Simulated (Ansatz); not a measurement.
A structure relaxed at PBE-D4/def2-SVPD in Ansatz, charge -1, doublet:

```xyz
6

Na   -0.812   -0.921    0.631
Na    2.158    0.535    0.559
Na   -0.547    1.301   -1.807
Cl   -2.077   -0.812   -1.644
Cl   -0.205    1.718    0.791
Cl    1.485   -1.821    1.470
```

Q: Give its formula and point group.

A: the cluster Na₃Cl₃⁻ (the lowest doublet isomer of a short search). Point group Cs (tolerance 0.1 Å).

Q: Summarise the bond lengths by kind (pairs closer than 1.2 times the sum of covalent radii, bridged metal pairs left out).

A: 7 × Cl–Na 2.61 to 2.71 Å.

The highest occupied level of the charge -1 doublet lies above zero (up to 0.49 eV). It is a level of α spin, whose loss leaves a singlet; that state wasn't run at this geometry and level. The electron is either unbound and held by the finite basis, or the level is raised by self-interaction error. The relaxation made no stability test and no search for a lower SCF solution. The structure comes from a short search, and lower isomers may exist.
